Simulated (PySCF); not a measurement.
# Group charges in `CC(C)[C@@H](C)[S@+](C)CF`

C7H16FS (charge +1).
Numbering: `[CH3:1][CH:2]([CH3:3])[C@@H:4]([CH3:5])[S@+:6]([CH3:7])[CH2:8][F:9]` (hydrogens: H10, H11, H12 on C1; H13 on C2; H14, H15, H16 on C3; H17 on C4; H18, H19, H20 on C5; H21, H22, H23 on C7; H24, H25 on C8)

Structure used (GFN2-xTB), in Å, numbered top down from 1:
```xyz
25
C7H16FS angstrom
C      2.209   -0.030   -1.336
C      0.997    0.629   -0.673
C      1.428    1.777    0.235
C      0.173   -0.430    0.070
C      0.832   -0.985    1.318
S     -1.445    0.351    0.595
C     -2.349   -1.077    1.238
C     -2.318    0.482   -1.031
F     -2.202   -0.688   -1.685
H      2.924   -0.382   -0.598
H      1.907   -0.866   -1.961
H      2.713    0.698   -1.965
H      0.380    1.038   -1.481
H      1.895    2.556   -0.360
H      0.578    2.216    0.756
H      2.155    1.443    0.969
H     -0.099   -1.237   -0.615
H      0.306   -1.856    1.698
H      0.898   -0.236    2.102
H      1.841   -1.303    1.070
H     -1.908   -1.361    2.188
H     -2.307   -1.903    0.532
H     -3.379   -0.772    1.405
H     -1.863    1.277   -1.627
H     -3.375    0.681   -0.835
```

Atomic charges (e) from the PBE0/pcSseg-1 density (PySCF):

```
atom  Mulliken      IAO  Hirshfeld  ESP-fitted
  C1   -0.1881  -0.4182    -0.1011     -0.6008
  C2   -0.3874  -0.1013    -0.0191     +0.0969
  C3   -0.2116  -0.4290    -0.1159     -0.3733
  C4   -0.4172  -0.1578    +0.0088     +0.2255
  C5   -0.2074  -0.4325    -0.1061     -0.4118
  S6   +0.2411  +0.6519    +0.3771     +0.1774
  C7   -0.3487  -0.5156    -0.0776     -0.4037
  C8   +0.1033  -0.0360    +0.0680     -0.0919
  F9   -0.2696  -0.2676    -0.0466     -0.1328
 H10   +0.1309  +0.1475    +0.0526     +0.1910
 H11   +0.1336  +0.1516    +0.0534     +0.1583
 H12   +0.1519  +0.1694    +0.0645     +0.2042
 H13   +0.1439  +0.1281    +0.0387     +0.0798
 H14   +0.1543  +0.1690    +0.0623     +0.1520
 H15   +0.1287  +0.1341    +0.0315     +0.0670
 H16   +0.1379  +0.1521    +0.0527     +0.1300
 H17   +0.1995  +0.1692    +0.0529     +0.0773
 H18   +0.1539  +0.1587    +0.0571     +0.1250
 H19   +0.1567  +0.1607    +0.0556     +0.1557
 H20   +0.1761  +0.1844    +0.0740     +0.1585
 H21   +0.2116  +0.2017    +0.0847     +0.2110
 H22   +0.2029  +0.1936    +0.0753     +0.1866
 H23   +0.2039  +0.2004    +0.0852     +0.2161
 H24   +0.2030  +0.1922    +0.0846     +0.1833
 H25   +0.1971  +0.1934    +0.0876     +0.2188
```

Question: Cut each of the bonds C1–C2, C2–C4, C3–C2, C5–C4, S6–C4, C7–S6 and C8–S6 in turn and sum the charges on the side of the atom named first.

Answer: In e; the other side holds the total charge, +1, less this:

```json
{"bond cut": "C1–C2", "piece": "CH3", "atoms": "4", "Mulliken": "+0.228", "IAO": "+0.050", "Hirshfeld": "+0.069", "ESP-fitted": "-0.047"}
{"bond cut": "C2–C4", "piece": "C3H7", "atoms": "10", "Mulliken": "+0.194", "IAO": "+0.103", "Hirshfeld": "+0.120", "ESP-fitted": "+0.105"}
{"bond cut": "C3–C2", "piece": "CH3", "atoms": "4", "Mulliken": "+0.209", "IAO": "+0.026", "Hirshfeld": "+0.031", "ESP-fitted": "-0.024"}
{"bond cut": "C5–C4", "piece": "CH3", "atoms": "4", "Mulliken": "+0.279", "IAO": "+0.071", "Hirshfeld": "+0.081", "ESP-fitted": "+0.027"}
{"bond cut": "S6–C4", "piece": "C2H5FS", "atoms": "9", "Mulliken": "+0.745", "IAO": "+0.814", "Hirshfeld": "+0.738", "ESP-fitted": "+0.565"}
{"bond cut": "C7–S6", "piece": "CH3", "atoms": "4", "Mulliken": "+0.270", "IAO": "+0.080", "Hirshfeld": "+0.168", "ESP-fitted": "+0.210"}
{"bond cut": "C8–S6", "piece": "CH2F", "atoms": "4", "Mulliken": "+0.234", "IAO": "+0.082", "Hirshfeld": "+0.194", "ESP-fitted": "+0.177"}
```

Extremes among these pieces. Mulliken: lowest C3H7 at C2, highest C2H5FS at S6; IAO: lowest CH3 at C3, highest C2H5FS at S6; Hirshfeld: lowest CH3 at C3, highest C2H5FS at S6; ESP-fitted: lowest CH3 at C1, highest C2H5FS at S6.

Question: Do the schemes agree better on the pieces than on the single atoms at the cuts?

Answer: The spread between schemes averages 0.206 e for the pieces and 0.390 e for the atoms named first; it is smaller for the piece at 7 of the 7 cuts. On average they agree better on the pieces. The sign differs between schemes (beyond ±0.03 e) for CH3 at C1.

One conformer (not necessarily the lowest) at the GFN2-xTB geometry, without solvent, vibrations or thermal averaging.

The run behind these numbers computed NMR shieldings as well. Hardware: one thread, Arm Neoverse V1 (aarch64), shared host with 32 logical CPUs at a one-minute load of 18. Cost: 64 s of wall time, 1.1 GiB resident at most.
